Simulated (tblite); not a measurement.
Parent: `[CH3:1][S:2][CH2:3][CH2:4][CH2:5][CH2:6][SiH3:7]` with C1–S2–C3–C4 71°, S2–C3–C4–C5 62°, C3–C4–C5–C6 -179°, C4–C5–C6–Si7 179°, C5H14SSi.

Computed geometry: GFN2-xTB, gas phase. One conformer each, not checked by frequencies here.

```
coordinate of the parent    value
                   C1–S2  1.815 Å
                   S2–C3  1.824 Å
                   C3–C4  1.521 Å
                   C4–C5  1.527 Å
                   C5–C6  1.525 Å
                  C6–Si7  1.902 Å
                C1–S2–C3   100.3°
                S2–C3–C4   113.8°
                C3–C4–C5   112.3°
                C4–C5–C6   112.2°
               C5–C6–Si7   112.9°
```

How does the shared frame change in `[SiH3:1][CH2:2][CH2:3][CH2:4][CH2:5][S:6][SiH3:7]` with Si1–C2–C3–C4 -59°, C2–C3–C4–C5 -61°, C3–C4–C5–S6 -55°, C4–C5–S6–Si7 -63°, C4H14SSi2? Atoms pair as S2 = S6, C3 = C5, C4 = C4, C5 = C3, C6 = C2, Si7 = Si1 (parent first).

```json
{"parent": "S2–C3", "relative": "S6–C5", "value in the relative": "1.830 Å", "change": "+0.006"}
{"parent": "C3–C4", "relative": "C5–C4", "value in the relative": "1.520 Å", "change": "-0.001"}
{"parent": "C4–C5", "relative": "C4–C3", "value in the relative": "1.527 Å", "change": "0.000"}
{"parent": "C5–C6", "relative": "C3–C2", "value in the relative": "1.527 Å", "change": "+0.002"}
{"parent": "C6–Si7", "relative": "C2–Si1", "value in the relative": "1.902 Å", "change": "0.000"}
{"parent": "S2–C3–C4", "relative": "S6–C5–C4", "value in the relative": "114.0°", "change": "+0.2"}
{"parent": "C3–C4–C5", "relative": "C5–C4–C3", "value in the relative": "114.0°", "change": "+1.7"}
{"parent": "C4–C5–C6", "relative": "C4–C3–C2", "value in the relative": "114.3°", "change": "+2.1"}
{"parent": "C5–C6–Si7", "relative": "C3–C2–Si1", "value in the relative": "115.1°", "change": "+2.2"}
```

Of the parent's bonds, S2–C3 changes most (+0.006 Å). Bonds of the relative outside the shared frame: S6–Si7 2.139 Å. Point group C1 → C1.
